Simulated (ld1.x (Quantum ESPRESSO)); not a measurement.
**Li (Z = 3): excitation energies, all-electron against RRKJ**

ld1.x (Quantum ESPRESSO) 7.5 input, shortened:

```
&input
   title='Li', zed=3., rel=2, dft='PBE', iswitch=3,
   config='[He] 2s0 2p1', rel_dist='average'
 /
 &inputp
   pseudotype=2, tm=.false., lloc=1,
   nlcc=.false.
 /
2
1S  1  0   2.00   0.00  0.70  0.70  0.0
2P  2  1   1.00   0.00  4.20  4.20  0.0
 &test
   configts(1)='1s2 2s0 2p1'
 /
```

Open shells are filled in proportion to 2j + 1 (rel_dist='average').

Energies are relative to the spin-unpolarised reference configuration 1s2 2s0 2p1; without spin polarisation the order of configurations can differ from experiment. The p channel is local and has no spin–orbit splitting in the pseudo-atom.

Task: Give the all-electron excitation energy and the error of the potential for: 1s2 2s1 2p0; 1s2 2s0 2p0; 1s2 2s0.5 2p0; 1s1 2s1 2p0.

Result:

| valence configuration | charge | ΔE all-electron (eV) | error AE − PS (meV) |
| --- | --- | --- | --- |
| 1s2 2s1 2p0 | 0 | -1.787 | +221 |
| 1s2 2s0 2p0 | +1 | 3.510 | +17 |
| 1s2 2s0.5 2p0 | +0.5 | 0.262 | +144 |
| 1s1 2s1 2p0 | +1 | 66.621 | +355 |

Levels in the configuration 1s2 2s1 2p0:

```csv
level,all-electron (eV),pseudo (eV)
1s j=1/2,-51.854,-51.445
2s j=1/2,-2.874,-2.977
```
